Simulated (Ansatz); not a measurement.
# Reading a saddle point

A first-order saddle point of SiHBrF2, singlet, PBE0-D4/def2-TZVP, with one imaginary mode of 792i cm⁻¹:

Si1  (-0.676, 0.127, 0.088)
Br2  (1.793, -0.378, -0.871)
H3  (0.121, -0.103, -1.300)
F4  (-0.396, 1.415, 0.963)
F5  (-0.842, -1.061, 1.119)
(Å)

Ansatz 0.2.0; basis: def2-TZVPP and def2-QZVPP; cores frozen in the correlated methods. Filled d shells of the heavier atoms are correlated. The def2 sets are not built for correlating such inner shells, so the correlated values are less sure here. Extrapolation: Hartree–Fock as exp(−7.88 √X), correlation as X^−2.97.

Task: Which contacts change along the imaginary mode, and what lies on either side? (Judge from chemistry; the calculation decides.)

Result: By the calculation: The step is SiHBrF₂ ([F][SiH]([F])[Br]) → SiF₂ + HBr, with the molecules in contact on both sides. Shortening one way: Br2–H3; lengthening the same way: Si1–Br2, Si1–H3.
```json
{"pair": "Br2–H3", "one side (Å)": "3.04", "saddle (Å)": "1.75", "other side (Å)": "1.42"}
{"pair": "Si1–Br2", "one side (Å)": "2.18", "saddle (Å)": "2.70", "other side (Å)": "3.24"}
{"pair": "Si1–H3", "one side (Å)": "1.47", "saddle (Å)": "1.62", "other side (Å)": "3.57"}
```

Task: Which side is lower, and how far does the saddle lie above each? (To be estimated.)

Result: The calculation gives: The side with Si1–Br2, Si1–H3 short is lower by 232.7 kJ/mol; the saddle lies 303.5 kJ/mol above it and 70.8 kJ/mol above the other (CCSD(T) at an estimated basis limit (MP2 extrapolated from triple and quadruple zeta, plus CCSD(T) − MP2 in triple zeta); electronic energies).

The T1 diagnostic stays at or below 0.013. The restricted Hartree–Fock reference is unstable towards an unrestricted one at one or more of these structures.

Losses and insertions of silylenes and their heavier kin drive the gas-phase chemistry of silicon and germanium vapour deposition.

Labels in which every atom is bracketed show which atoms are joined, not bond orders.

For scale, one of the runs: CCSD(T)/def2-TZVPP, 166 basis functions, launched by `ansatz run in.yaml --threads 4 --pin off --events-out ev --progress --plain --max-ram 9574MiB`. Hardware: 4 CPU threads of an Arm Neoverse V1, shared host. Wall time 39 s; peak host memory 1.4 GiB.
